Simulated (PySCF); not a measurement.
Species: C3H5N3O.
Z-matrix (Å and degrees, GFN2-xTB geometry), rows numbered from 1:
```
C 
O   1  1.4137
C   2  1.3438  1  115.18
C   3  1.3812  2  135.48  1    -0.17
N   4  1.3484  3  107.51  2   179.99
N   5  1.2703  4  110.14  3    -0.05
N   6  1.3404  5  108.45  4     0.03
H   1  1.0935  2  111.02  3    60.95
H   1  1.0935  2  111.02  3   -60.84
H   1  1.0878  2  105.81  3  -179.93
H   4  1.0690  3  130.70  2    -0.08
H   7  1.0070  3  127.87  2     0.04
```

Vertical excitations from PySCF (density fitting, frozen core in the response, grid level 2 and gas phase unless stated; continuum runs use non-equilibrium linear response for the excitations) on a GFN2-xTB geometry. Reference run:

```tsv
settings	S1, eV (f)	S2, eV (f)	S3, eV (f)	S4, eV (f)	S5, eV (f)	S6, eV (f)	T1, eV (Tamm–Dancoff)	mean α (au)
wB97X-D/def2-SVPD, full TDDFT, 8 singlets	5.85 (0.009)	6.52 (0.190)	6.84 (0.021)	7.52 (0.019)	7.57 (0.013)	7.59 (0.001)	4.62	58.7
```

**Question.** What do these settings give: PBE0/def2-SVP, grid level 1, damping 0.3 at the start, DIIS from the seventh cycle, full TDDFT, 6 singlets?

**Answer.** 
```tsv
settings	S1, eV (f)	S2, eV (f)	S3, eV (f)	S4, eV (f)	S5, eV (f)	S6, eV (f)	T1, eV (Tamm–Dancoff)	mean α (au)
PBE0/def2-SVP, grid level 1, damping 0.3 at the start, DIIS from the seventh cycle, full TDDFT, 6 singlets	5.84 (0.011)	6.65 (0.180)	7.41 (0.006)	7.50 (0.017)	7.59 (0.003)	7.73 (0.040)	4.64	49.0
```

S1 moves by -0.01 eV; functional and basis change together, so the shift can't be laid on one. States are counted by energy in each run and needn't keep their character from row to row.

**Question.** Give the leading configurations of S1 (H = HOMO, L = LUMO) and the HOMO–LUMO gap of each run.

**Answer.** 
```
                                                                                                  settings  S1 configurations (weight)  S1 (eV)  orbital gap (eV)  S1 − gap (eV)
                                                                 wB97X-D/def2-SVPD, full TDDFT, 8 singlets                  H−1→L 0.97     5.85             10.82          -4.97
PBE0/def2-SVP, grid level 1, damping 0.3 at the start, DIIS from the seventh cycle, full TDDFT, 6 singlets                  H−1→L 0.99     5.84              7.34          -1.50
```

One conformer stands for the species.
